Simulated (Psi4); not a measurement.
Intermolecular potential of HF ··· H4OSi (SMILES F and O[SiH3]). Monomers: optimised at B3LYP-D3(BJ) (def2-TZVP), held rigid. Orientation: a random orientation, not optimised. R is the distance of the centres of mass, along which the second monomer moves.

Geometry at R = 3.41 Å (first 2 atoms: monomer A):
```
8

F      0.4622     0.0000     0.0000
H     -0.4622     0.0000     0.0000
Si    -1.6930     1.4202    -2.7841
O     -0.2232     0.6649    -2.7708
H     -2.5777     0.8765    -3.8445
H     -2.3937     1.2764    -1.4837
H     -1.4117     2.8448    -3.0474
H     -0.1936    -0.2812    -2.6120
```

- PBE/def2-TZVP, counterpoise-corrected (Psi4)
- PBE-D3(BJ)/def2-TZVP, counterpoise-corrected (Psi4)
- SAPT0/jun-cc-pVDZ, frozen core (Psi4)

Interaction energies in kJ/mol; the last columns give the difference from SAPT0:

```
R / Å  PBE/def2-TZVP  PBE-D3(BJ)/def2-TZVP  SAPT0/jun-cc-pVDZ  PBE/def2-TZVP − SAPT0/jun-cc-pVDZ  PBE-D3(BJ)/def2-TZVP − SAPT0/jun-cc-pVDZ
-----  -------------  --------------------  -----------------  ---------------------------------  ----------------------------------------
2.79           34.26                 30.93              40.71                              -6.44                                     -9.78
3.02           14.54                 11.54              19.83                              -5.29                                     -8.29
3.19            7.44                  4.71              12.06                              -4.62                                     -7.35
3.41            2.95                  0.59               6.76                              -3.82                                     -6.17
3.63            1.09                 -0.89               4.18                              -3.09                                     -5.06
3.80            0.51                 -1.19               3.10                              -2.60                                     -4.29
4.07            0.24                 -1.05               2.20                              -1.97                                     -3.25
4.43            0.31                 -0.55               1.66                              -1.34                                     -2.21
4.93            0.49                  0.01               1.27                              -0.78                                     -1.26
5.57            0.53                  0.29               0.95                              -0.42                                     -0.65
6.62            0.38                  0.30               0.60                              -0.22                                     -0.30
7.90            0.24                  0.21               0.36                              -0.12                                     -0.15
```

PBE/def2-TZVP is furthest from SAPT0/jun-cc-pVDZ at 2.79 (-6.44 kJ/mol, below); its mean absolute difference over the points is 2.56 kJ/mol.

PBE-D3(BJ)/def2-TZVP is furthest from SAPT0/jun-cc-pVDZ at 2.79 (-9.78 kJ/mol, below); its mean absolute difference over the points is 4.06 kJ/mol.
